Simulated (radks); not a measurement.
Results of a calculation; reference values are marked as such.
Coulomb parameter of the 3d shell of the manganese ion Mn+ in the model configuration [Ar] 3d5 4s1, as a second difference U = [E(n + 1) + E(n - 1) - 2 E(n)] / (1)^2 with all orbitals relaxed. "Bare": the charge of the atom changes with n. "Screened": the 4s shell takes up the change at fixed total charge, which measures U(3d,3d) + U(4s,4s) - 2 U(3d,4s). Code: a radial shooting solver on a logarithmic mesh with Libxc functionals. Model: Dirac Kohn-Sham, PBEsol, spin-unpolarised, spherical densities, finite nucleus; open shells are shared between the two j in proportion to 2j + 1; Fermi nuclear charge, rms radius 3.7057 fm.

case,configuration,E - E(n) (eV)
start,[Ar] 3d5 4s1,0.000
bare +1,[Ar] 3d6 4s1,-8.799
bare -1,[Ar] 3d4 4s1,22.308
screened +1,[Ar] 3d6,-1.658
screened -1,[Ar] 3d4 4s2,4.780

U(bare) = 13.510 eV, U(screened by 4s) = 3.122 eV.
